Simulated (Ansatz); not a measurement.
`N[SiH2]BF` → `BF` + `N[SiH]` at 400 K and 1 bar (silylene formation by 1,1-elimination).

Calculated with Ansatz (gas phase, PBE0-D4/def2-TZVP geometries, no zero-point term in ΔE). CBS: MP2 limit from def2 TZ/QZ plus the TZ coupled-cluster correction, frozen cores. This one scheme is used for every species. One conformer a species, not always the lowest.

| species | CCSD(T)/CBS energy (Eh) | H − E (kJ/mol) | S (J/(mol·K)) |
| --- | --- | --- | --- |
| `N[SiH2]BF` | -471.43000 | 182.2 | 362.6 |
| `BF` | -125.82039 | 73.4 | 234.2 |
| `N[SiH]` | -345.56329 | 104.6 | 261.0 |

H − E and S are ideal-gas, rigid-rotor, harmonic terms from PBE0-D4/def2-TZVP, for one conformer and one mirror image of each species. 1 Eh = 2625.50 kJ/mol, R = 8.31446 J/(mol·K).

Task: By hand: ΔE, ΔH, ΔS and ΔG.

Result: ΔE = (-125.82039) + (-345.56329) − (-471.43000) = 0.04632 Eh = 121.6 kJ/mol. Δ(H − E) = 73.4 + 104.6 − 182.2 = -4.2, so ΔH = 117.4 kJ/mol. ΔS = 234.2 + 261.0 − 362.6 = 132.6 J/(mol·K). ΔG = 117.4 − 400 × (132.6)/1000 = 64.4 kJ/mol.

Task: By hand: the equilibrium constant, and the temperature at which ΔG would vanish if ΔH and ΔS stayed fixed.

Result: log₁₀ K = −ΔG/(RT ln 10) = -8.4. ΔG = 0 at ΔH/ΔS = 885 K.

The number of gas molecules changes by +1, which sets the sign of ΔS. A doubt of 5 kJ/mol in ΔE shifts log₁₀ K by 0.7 here. Other conformers and mirror images would add mixing entropy, several J/(mol·K) or more a flexible species. Modes under 60 cm⁻¹, often nearly free rotors, make the harmonic entropy too high. These are equilibria of isolated gas molecules and say nothing of rates. Largest T1 diagnostic: 0.015 (customary marks: 0.02 for closed shells, 0.045 for open ones).
